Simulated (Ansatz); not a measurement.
Ansatz (a quantum-chemistry and plane-wave program) input (B3LYP-D3(BJ)/def2-TZVP):

Ansatz 0.2 input:
```yaml
crystal:
  periodic: [false, false, false]
  atoms:
    - {symbol: C, position_ang: [-1.35527718, 0.57229059, 0.10275295]}
    - {symbol: C, position_ang: [-0.87916801, -0.72166720, -0.02379896]}
    - {symbol: C, position_ang: [0.47935023, -0.83098406, -0.09094420]}
    - {symbol: C, position_ang: [1.19926834, 0.46800833, -0.01499869]}
    - {symbol: S, position_ang: [-0.09331474, 1.75153096, 0.14556879]}
    - {symbol: H, position_ang: [-2.37248639, 0.89653193, 0.17296222]}
    - {symbol: H, position_ang: [-1.54751288, -1.56508307, -0.06448394]}
    - {symbol: H, position_ang: [1.03002854, -1.74740135, -0.18972031]}
    - {symbol: H, position_ang: [1.86390073, 0.53968603, 0.85098781]}
    - {symbol: H, position_ang: [1.78889826, 0.68471470, -0.91061961]}
basis:
  gaussian:
    orbitals: def2-TZVP
hamiltonian:
  xc: b3lyp
  dispersion: d3bj
magnetization: {spin_polarized: true, initial_magnetization: 1}
relax: {f_tol: 0.002, max_steps: 150}
```

Output:

```
Functional definition: B3LYP
integrals: 0.11 GiB planned
1211 factors; their error is unknown
mean field: 1.31 GiB planned
mean field evaluation 1: about -15050.2563 eV, gradient 5.6e1 eV
mean field evaluation 2: about -15000.7483 eV, gradient 1.1e2 eV
mean field evaluation 4: about -15064.8480 eV, gradient 1.4e1 eV
mean field evaluation 8: about -15065.9125 eV, gradient 2.1e-1 eV
mean field evaluation 16: about -15065.9126 eV, gradient 1.3e-3 eV
mean field -15065.91257589 eV, -553.6620751217 hartree, gradient 6.3e-5 eV, S^2 0.770140; 0 other end points of the search recorded, 0 dependent functions left out
the calculation of the forces begins
reference -15065.91282129 eV, -553.6620841398 hartree; 23, 22 occupied and 168, 169 virtual orbitals, 1211 factors
relax step   1: F+E_penalty+E_count = -15066.36207886 eV  Δ(F+E_penalty+E_count) = +0.000e0 eV  max|allowed force component| = 3.213e-1 eV/Å  Δτ_max = 0.0000 Å  (36 SCF iters, accepted)
these checks for a lower state are left out or cut short: starts, cluster_reference, orbital_swaps, neighbouring_geometries, increment
integrals: 0.11 GiB planned
1211 factors; their error is unknown
mean field: 1.31 GiB planned
mean field -15065.92389042 eV, -553.6624909229 hartree, gradient 1.5e-5 eV, S^2 0.770770; 0 other end points of the search recorded, 0 dependent functions left out
the calculation of the forces begins
reference -15065.92413639 eV, -553.6624999620 hartree; 23, 22 occupied and 168, 169 virtual orbitals, 1211 factors
relax step   2: F+E_penalty+E_count = -15066.37258909 eV  Δ(F+E_penalty+E_count) = -1.051e-2 eV  max|allowed force component| = 1.711e-1 eV/Å  Δτ_max = 0.0141 Å  (39 SCF iters, accepted)
these checks for a lower state are left out or cut short: starts, cluster_reference, orbital_swaps, neighbouring_geometries, increment
integrals: 0.11 GiB planned
1211 factors; their error is unknown
mean field: 1.31 GiB planned
mean field evaluation 32: about -15065.9255 eV, gradient 3.7e-1 eV
mean field -15065.92591229 eV, -553.6625652254 hartree, gradient 1.5e-5 eV, S^2 0.771060; 0 other end points of the search recorded, 0 dependent functions left out
the calculation of the forces begins
reference -15065.92615851 eV, -553.6625742737 hartree; 23, 22 occupied and 168, 169 virtual orbitals, 1211 factors
relax step   3: F+E_penalty+E_count = -15066.37425345 eV  Δ(F+E_penalty+E_count) = -1.664e-3 eV  max|allowed force component| = 4.329e-2 eV/Å  Δτ_max = 0.0078 Å  (39 SCF iters, accepted)
these checks for a lower state are left out or cut short: starts, cluster_reference, orbital_swaps, neighbouring_geometries, increment
integrals: 0.11 GiB planned
1211 factors; their error is unknown
mean field: 1.31 GiB planned
mean field -15065.92602969 eV, -553.6625695398 hartree, gradient 1.5e-5 eV, S^2 0.771071; 0 other end points of the search recorded, 0 dependent functions left out
the calculation of the forces begins
reference -15065.92627589 eV, -553.6625785875 hartree; 23, 22 occupied and 168, 169 virtual orbitals, 1211 factors
relax step   4: F+E_penalty+E_count = -15066.37433865 eV  Δ(F+E_penalty+E_count) = -8.519e-5 eV  max|allowed force component| = 1.519e-2 eV/Å  Δτ_max = 0.0021 Å  (39 SCF iters, accepted)
these checks for a lower state are left out or cut short: starts, cluster_reference, orbital_swaps, neighbouring_geometries, increment
integrals: 0.11 GiB planned
1211 factors; their error is unknown
mean field: 1.31 GiB planned
mean field -15065.92602104 eV, -553.6625692218 hartree, gradient 1.5e-5 eV, S^2 0.771059; 0 other end points of the search recorded, 0 dependent functions left out
the calculation of the forces begins
reference -15065.92626723 eV, -553.6625782692 hartree; 23, 22 occupied and 168, 169 virtual orbitals, 1211 factors
relax step   5: F+E_penalty+E_count = -15066.37435015 eV  Δ(F+E_penalty+E_count) = -1.151e-5 eV  max|allowed force component| = 5.179e-3 eV/Å  Δτ_max = 0.0008 Å  (39 SCF iters, accepted)
these checks for a lower state are left out or cut short: starts, cluster_reference, orbital_swaps, neighbouring_geometries, increment
integrals: 0.11 GiB planned
1211 factors; their error is unknown
mean field: 1.31 GiB planned
mean field -15065.92602242 eV, -553.6625692723 hartree, gradient 1.5e-5 eV, S^2 0.771058; 0 other end points of the search recorded, 0 dependent functions left out
the calculation of the forces begins
reference -15065.92626861 eV, -553.6625783198 hartree; 23, 22 occupied and 168, 169 virtual orbitals, 1211 factors
relax step   6: F+E_penalty+E_count = -15066.37435111 eV  Δ(F+E_penalty+E_count) = -9.612e-7 eV  max|allowed force component| = 5.788e-4 eV/Å  Δτ_max = 0.0002 Å  (38 SCF iters, accepted)
integrals: 0.11 GiB planned
1211 factors; their error is unknown
mean field: 1.31 GiB planned
mean field evaluation 64: about -15065.9260 eV, gradient 1.5e-5 eV
mean field -15065.92602242 eV, -553.6625692723 hartree, gradient 1.5e-5 eV, S^2 0.771058; 1 other end points of the search recorded, 0 dependent functions left out
the calculation of the forces begins
reference -15065.92626861 eV, -553.6625783198 hartree; 23, 22 occupied and 168, 169 virtual orbitals, 1211 factors
Total energy: -15066.37459731 eV, -553.6790540956 hartree
Atom 0 at    -1.362663     0.579330     0.103693 Å, force    -0.000484     0.000076    -0.000057 eV/Å
Atom 1 at    -0.883609    -0.721884    -0.023681 Å, force     0.000468     0.000579    -0.000017 eV/Å
Atom 2 at     0.481899    -0.830699    -0.090948 Å, force    -0.000156    -0.000397    -0.000191 eV/Å
Atom 3 at     1.209304     0.474971    -0.014797 Å, force     0.000375     0.000084     0.000094 eV/Å
Atom 4 at    -0.095094     1.765972     0.146988 Å, force    -0.000080     0.000038     0.000049 eV/Å
Atom 5 at    -2.392609     0.888463     0.173105 Å, force     0.000209     0.000076    -0.000030 eV/Å
Atom 6 at    -1.549558    -1.573583    -0.065243 Å, force    -0.000255    -0.000443     0.000120 eV/Å
Atom 7 at     1.020772    -1.761573    -0.190424 Å, force     0.000146     0.000052    -0.000038 eV/Å
Atom 8 at     1.880120     0.541216     0.847207 Å, force    -0.000041     0.000015     0.000101 eV/Å
Atom 9 at     1.805124     0.685414    -0.908192 Å, force    -0.000182    -0.000081    -0.000031 eV/Å
Dipole moment:     0.099216    -0.198990    -0.020592 e Å
```

It need not be the lowest isomer of its formula.
